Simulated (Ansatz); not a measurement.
BH$_{6}$NSeSi (`NB[SiH2][SeH]`). Total charge 0; spin multiplicity 1. Geometry: relaxed with PBE0-D4/def2-TZVP. It is one conformer, not always the lowest.

```xyz
10

N    -0.794   -0.477   -1.570
B    -0.755   -0.607   -0.191
Si    0.104    0.817    0.941
Se    2.036   -0.013    1.869
H    -1.183   -1.181   -2.177
H    -0.443    0.326   -2.066
H    -1.206   -1.602    0.299
H    -0.697    1.203    2.134
H     0.405    2.064    0.174
H     2.533   -0.530    0.587
```

Task: What is the dipole moment at PBE/def2-TZVPP? (Estimate.)

Result: Ansatz gave: 3.43 D, with components (-1.06, -0.30, -3.25) D in this frame, pointing from negative to positive charge.

Task: And with r2SCAN, B3LYP, ωB97M-V? (Estimate.)

Result: The calculation gave: r2SCAN 3.48 D, B3LYP 3.41 D, ωB97M-V 3.51 D.

Task: Give the Mulliken charges with PBE, B3LYP, r2SCAN in def2-TZVPP. (An estimate is asked.)

Result: Ansatz gave: 
```csv
atom,PBE,B3LYP,r2SCAN
N1,-0.23,-0.23,-0.28
B2,0.00,0.02,0.02
Si3,0.11,0.16,0.22
Se4,-0.18,-0.19,-0.21
H5,0.18,0.17,0.18
H6,0.18,0.17,0.18
H7,0.01,0.02,-0.01
H8,-0.05,-0.07,-0.07
H9,-0.07,-0.08,-0.09
H10,0.05,0.04,0.06
```

B3LYP here is the variant with VWN-RPA as its local correlation; programs differ in this.
